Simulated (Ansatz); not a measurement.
The inner images of a band of ClFH3PSSi (8 atoms, charge 0, multiplicity 1) are given out of order.

All numbers below come from Ansatz, RKS r2SCAN-D4/6-31G*.

First end point:

```xyz
8
Properties=species:S:1:pos:R:3
F -0.615 -1.186 1.502
Si 0.004 -0.412 0.233
P -1.113 1.513 -0.013
S -0.253 -1.524 -1.560
Cl 2.017 -0.231 0.660
H -0.072 2.120 -0.770
H -0.650 2.035 1.229
H 0.775 -2.372 -1.336
```

Last end point:

```xyz
8
Properties=species:S:1:pos:R:3
F -0.554 -0.999 1.493
Si 0.295 -0.307 0.311
P -0.135 1.900 0.245
S -0.141 -1.198 -1.571
Cl 2.260 -0.662 0.815
H -0.808 1.820 -1.008
H -1.337 1.746 0.994
H 0.512 -2.357 -1.334
```

Problem. Put them in order from the first end to the last, with their energies above the first end.
A.
```xyz
8
Properties=species:S:1:pos:R:3
F -0.597 -1.130 1.588
Si 0.081 -0.436 0.302
P -1.084 1.456 0.000
S -0.273 -1.489 -1.511
Cl 2.104 -0.513 0.719
H -0.208 2.152 -0.874
H -0.757 2.170 1.183
H 0.827 -2.267 -1.463
```
B.
```xyz
8
Properties=species:S:1:pos:R:3
F -0.554 -1.086 1.632
Si 0.178 -0.485 0.334
P -0.557 1.531 0.135
S -0.262 -1.461 -1.492
Cl 2.186 -0.740 0.745
H -0.578 2.202 -1.088
H -1.155 2.232 1.185
H 0.834 -2.252 -1.508
```
C.
```xyz
8
Properties=species:S:1:pos:R:3
F -0.565 -1.087 1.622
Si 0.159 -0.463 0.329
P -0.264 1.714 0.209
S -0.261 -1.463 -1.496
Cl 2.171 -0.715 0.734
H -0.716 2.089 -1.073
H -1.269 2.118 1.112
H 0.837 -2.251 -1.493
```
D.
```xyz
8
Properties=species:S:1:pos:R:3
F -0.596 -1.007 1.565
Si 0.209 -0.370 0.323
P -0.123 1.860 0.234
S -0.248 -1.360 -1.509
Cl 2.196 -0.721 0.752
H -0.804 1.895 -1.015
H -1.305 1.899 1.026
H 0.764 -2.253 -1.432
```
E.
```xyz
8
Properties=species:S:1:pos:R:3
F -0.562 -1.085 1.619
Si 0.181 -0.461 0.334
P -0.902 1.435 0.046
S -0.269 -1.459 -1.489
Cl 2.186 -0.719 0.750
H -0.395 2.228 -1.000
H -0.970 2.255 1.190
H 0.823 -2.251 -1.504
```

Solution. A (+0.07 eV), E (+0.45 eV), B (+0.98 eV), C (+0.47 eV), D (+0.09 eV).

Run time: 3 min on 2 threads of Arm Neoverse V1, on a shared host, peak memory 0.17 GiB.
